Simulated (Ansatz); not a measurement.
Reaction (cleavage of the Sn–Al bond): `[OH][Al]([SiH3])[SnH3]` + NH₃ → `[NH2][SnH3]` + `[OH][AlH][SiH3]`

Program: Ansatz. Geometries: PBE0-D4/def2-TZVP. ΔE: electronic, gas phase. CCSD(T)/CBS is the MP2 limit (def2-TZVPP, def2-QZVPP) plus CCSD(T) − MP2 in def2-TZVPP, frozen cores. This one scheme is used for every species. DFT in def2-TZVPP. Elements past krypton have def2 core potentials. For Sn outer-core shells are correlated without core-valence functions, which leaves a few kJ/mol of doubt a bond. Each species was taken in one conformer, which may not be the lowest.

`[OH][Al]([SiH3])[SnH3]`:

```xyz
11

O     1.976    1.180    0.357
Al    0.527    0.317    0.151
Si   -0.761   -0.427    2.112
Sn   -0.111   -0.093   -2.393
H     2.343    1.403    1.211
H    -0.102   -0.080    3.404
H    -0.957   -1.905    2.085
H    -2.118    0.194    2.116
H    -0.179    1.362   -3.290
H    -1.639   -0.846   -2.567
H     1.020   -1.105   -3.185
```

NH₃:

```xyz
4

N     0.019    0.114   -0.257
H     0.414   -0.819   -0.228
H     0.510    0.666    0.435
H    -0.943    0.039    0.050
```

`[NH2][SnH3]`:

Z-matrix (Å, degrees):
```
Sn
N 1 2.032
H 1 1.717 2 113.4
H 1 1.704 2 105.9 3 -120.4
H 1 1.704 2 105.9 3 120.4
H 2 1.012 1 112.9 3 -61.0
H 2 1.012 1 112.9 3 60.8
```

`[OH][AlH][SiH3]`:

```xyz
8

O     1.323   -1.513   -0.858
Al    0.776    0.085   -0.674
Si   -1.105    0.413    0.856
H     2.054   -1.753   -1.426
H     1.506    1.244   -1.483
H    -2.203    1.170    0.188
H    -0.681    1.223    2.035
H    -1.670   -0.868    1.362
```

```
             level  ΔE (kJ/mol)
           ωB97X-V         55.2
              PBE0         69.5
SCS-MP2/def2-TZVPP         51.6
    MP2/def2-QZVPP         58.7
```

What does CCSD(T)/CBS give? (Best estimate.)

The calculation gave: +61.7 kJ/mol. The listed levels differ from it by -6.5, 7.8, -10.1, -3.0 kJ/mol.

Largest T1 diagnostic among the species: 0.014.

In def2-TZVPP, CCSD(T) changes the Hartree–Fock value by +10.6 kJ/mol (the triples alone add +0.7 kJ/mol) and MP2 by +9.4 kJ/mol.
